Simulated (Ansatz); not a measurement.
Reaction (formal exchange of groups at the Si–Sn bond): `[CH3][SnH]([F])[SiH2]F` + `OC(O)(O)O` → `OC(O)(O)[SiH2]F` + `[CH3][SnH]([OH])[F]`

Program: Ansatz. Geometries: PBE0-D4/def2-TZVP. ΔE: electronic, gas phase. CCSD(T)/CBS adds triple-zeta CCSD(T) − MP2 to the extrapolated MP2 energy (def2 sets, frozen cores). Functionals use def2-TZVPP. def2 core potentials past Kr. For Sn outer-core shells are correlated without core-valence functions, which leaves a few kJ/mol of doubt a bond. Each species was taken in one conformer, which may not be the lowest.

Q: Is it downhill or uphill in electronic energy at CCSD(T)/CBS, and by how much? (An estimate is asked.)

A: Computed: Downhill: ΔE = -12.4 kJ/mol.

Q: What do these levels give: r2SCAN-D4, PBE0-D4, B2PLYP, PBE, r2SCAN, HF/def2-TZVPP, MP2/def2-TZVPP, SCS-MP2/def2-TZVPP, CCSD/def2-TZVPP, CCSD(T)/def2-TZVPP, MP2/def2-QZVPP, HF/CBS(def2)? (An estimate is asked.)

A: Ansatz gave: r2SCAN-D4 -1.6, PBE0-D4 8.6, B2PLYP -9.9, PBE 0.5, r2SCAN -1.3, HF/def2-TZVPP 10.2, MP2/def2-TZVPP -13.1, SCS-MP2/def2-TZVPP -13.6, CCSD/def2-TZVPP -2.8, CCSD(T)/def2-TZVPP -5.9, MP2/def2-QZVPP -17.8, HF/CBS(def2) 6.9 kJ/mol.

Largest T1 diagnostic among the species: 0.013.

From PBE to PBE0 (25 % exact exchange), in def2-TZVPP and without D4, ΔE moves by +9.4 kJ/mol. In def2-TZVPP, CCSD(T) changes the Hartree–Fock value by −16.1 kJ/mol (the triples alone add −3.0 kJ/mol) and MP2 by −23.3 kJ/mol.
